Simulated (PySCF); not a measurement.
**Assignment exercise: C$_{4}$H$_{10}$ClPSi$_{2}$**

Geometry:
| atom | x (Å) | y (Å) | z (Å) |
| --- | --- | --- | --- |
| C1 | -0.188 | 2.369 | -1.247 |
| C2 | -0.701 | 1.307 | -0.638 |
| C3 | 0.048 | 0.177 | -0.114 |
| C4 | -0.595 | -0.854 | 0.460 |
| Si5 | -2.453 | -1.070 | 0.705 |
| Si6 | 1.954 | 0.176 | -0.240 |
| P7 | 2.962 | -1.666 | 0.563 |
| Cl8 | 2.691 | 1.738 | 0.827 |
| H9 | -0.817 | 3.166 | -1.605 |
| H10 | 0.869 | 2.491 | -1.407 |
| H11 | -1.774 | 1.242 | -0.501 |
| H12 | 0.013 | -1.673 | 0.834 |
| H13 | -3.141 | -1.037 | -0.589 |
| H14 | -2.655 | -2.377 | 1.334 |
| H15 | -2.975 | -0.016 | 1.579 |
| H16 | 2.392 | 0.312 | -1.634 |
| H17 | 2.121 | -2.553 | -0.082 |
| H18 | 2.240 | -1.723 | 1.742 |

Theoretical values (PySCF): shielding tensors at PBE0/pcSseg-1 (GIAO), GFN2-xTB structure. Averaged over atoms made equivalent by symmetry, fast rotation or ring inversion, one computed conformer, no relativistic terms, no solvent.

References, each an isolated molecule treated in the same way: TMS for 13C (σref 186.93) and 1H (σref 31.72).

**Question.** Assign these signals to the numbered atoms. 13C{1H} NMR (computed): δ 168.1, 146.7, 145.1, 129.5.

**Answer.** 
168.1 → C3, fully substituted alkene carbon
146.7 → C4, alkene CH: an sp2 carbon of a C=C bond
145.1 → C2, alkene CH
129.5 → C1, terminal =CH2 carbon: the olefinic region

C4 and C2 lie closer than the usual error of such a calculation, so a measured spectrum could show them in the other order.

**Question.** Assign these signals to the numbered atoms. 1H NMR (400 MHz, computed): δ 6.87 (m, 1H), 6.67 (m, 1H), 5.93 (m, 1H), 5.92 (m, 1H), 5.92 (m, 1H), 4.24 (d, 3H), 1.26 (m, 2H).

**Answer.** 
| δ (ppm) | atoms | environment | reason |
| --- | --- | --- | --- |
| 6.87 | H11 | hydrogen on an alkene CH | a vinylic proton, deshielded by the sp2 carbon and the C=C anisotropy |
| 6.67 | H12 | hydrogen on an alkene CH | – |
| 5.93 | H16 | hydrogen on a silicon bonded to C, Cl, P | – |
| 5.92 | H9 | hydrogen on a terminal =CH2 carbon | attached to an sp2 carbon and in the plane of the double bond |
| 5.92 | H10 | hydrogen on a terminal =CH2 carbon | – |
| 4.24 | H13/H14/H15 | hydrogen on a silicon bonded to C | – |
| 1.26 | H17/H18 | hydrogen on a phosphorus bonded to Si | – |

H16 and H9; H9 and H10 lie closer than the usual error of such a calculation, so a measured spectrum could show them in the other order.

Splittings by 31P in the carbon and heteronuclear signals aren't shown, as no couplings were computed. Shifts are as computed. Against solution values, carbons near 30 ppm lie about +3 ppm off and those near 130 ppm about +5 ppm. Of 1309 compounds with measured shifts, 239 miss one by over three times the rms of a fit or turn the order of signals round; such compounds aren't used in these exercises. No couplings were computed; multiplicities are counted from neighbouring protons, with m where these are inequivalent, close in shift, in a saturated or five-membered ring or joined by F or P, and br s for small geminal =CH2 splittings.
